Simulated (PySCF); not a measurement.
# How the method changes the constants of TiSi

State: ⁵Δ (quintet), unpaired electrons σ ↑, π ↑↑, δ ↑. Set-up: basis Ti def2-TZVPPD, Si def2-TZVPPD; no relativity; PySCF 2.14. De refers to Ti (3d2 4s2) + Si in their high-spin ground configurations, without counterpoise correction. The functionals are run spin-unrestricted. A positive dipole means Ti(−)Si(+).

```json
{"Level": "ROHF", "Re (Å)": "2.666", "ωe (cm⁻¹)": "220", "De (eV)": "n/a", "μ (D)": "-4.91", "CPU s a point (SCF and correlation, without the integrals)": "3.4"}
{"Level": "ROHF-MP2", "Re (Å)": "2.420", "ωe (cm⁻¹)": "348", "De (eV)": "n/a", "μ (D)": "n/a", "CPU s a point (SCF and correlation, without the integrals)": "6.2"}
{"Level": "ROHF-SCS-MP2", "Re (Å)": "2.483", "ωe (cm⁻¹)": "319", "De (eV)": "n/a", "μ (D)": "n/a", "CPU s a point (SCF and correlation, without the integrals)": "n/a"}
{"Level": "LDA", "Re (Å)": "2.399", "ωe (cm⁻¹)": "383", "De (eV)": "n/a", "μ (D)": "-2.77", "CPU s a point (SCF and correlation, without the integrals)": "4.6"}
{"Level": "PBE", "Re (Å)": "2.437", "ωe (cm⁻¹)": "367", "De (eV)": "n/a", "μ (D)": "-3.16", "CPU s a point (SCF and correlation, without the integrals)": "3.7"}
{"Level": "revPBE", "Re (Å)": "2.448", "ωe (cm⁻¹)": "362", "De (eV)": "n/a", "μ (D)": "-3.31", "CPU s a point (SCF and correlation, without the integrals)": "2.9"}
{"Level": "PW91", "Re (Å)": "2.434", "ωe (cm⁻¹)": "368", "De (eV)": "n/a", "μ (D)": "-3.18", "CPU s a point (SCF and correlation, without the integrals)": "5.5"}
{"Level": "TPSS", "Re (Å)": "2.441", "ωe (cm⁻¹)": "368", "De (eV)": "n/a", "μ (D)": "-3.75", "CPU s a point (SCF and correlation, without the integrals)": "8"}
{"Level": "r²SCAN", "Re (Å)": "2.425", "ωe (cm⁻¹)": "374", "De (eV)": "n/a", "μ (D)": "-3.87", "CPU s a point (SCF and correlation, without the integrals)": "4.3"}
{"Level": "PBE0", "Re (Å)": "2.422", "ωe (cm⁻¹)": "375", "De (eV)": "n/a", "μ (D)": "-4.09", "CPU s a point (SCF and correlation, without the integrals)": "8.5"}
{"Level": "M06-2X", "Re (Å)": "2.443", "ωe (cm⁻¹)": "329", "De (eV)": "n/a", "μ (D)": "-2.75", "CPU s a point (SCF and correlation, without the integrals)": "21"}
{"Level": "ωB97X-V", "Re (Å)": "2.406", "ωe (cm⁻¹)": "390", "De (eV)": "n/a", "μ (D)": "-4.81", "CPU s a point (SCF and correlation, without the integrals)": "38"}
```

Correlated steps freeze 10 core orbitals. De is left out where the level can put another filling of the metal’s s and d shells below the measured ground configuration, by anything from nothing to about 1 eV. UHF is strongly spin-contaminated for TiSi, so the ROHF reference used there is far from stable. The state is the lowest single determinant that the PBE0 search found; with open d or f shells the true ground state can be another one.

The whole job (state search and all levels along the bond) took about 22 min on 2 threads of Intel Xeon Platinum 8259CL @ 2.50GHz (shared host), peak memory 4 GiB.
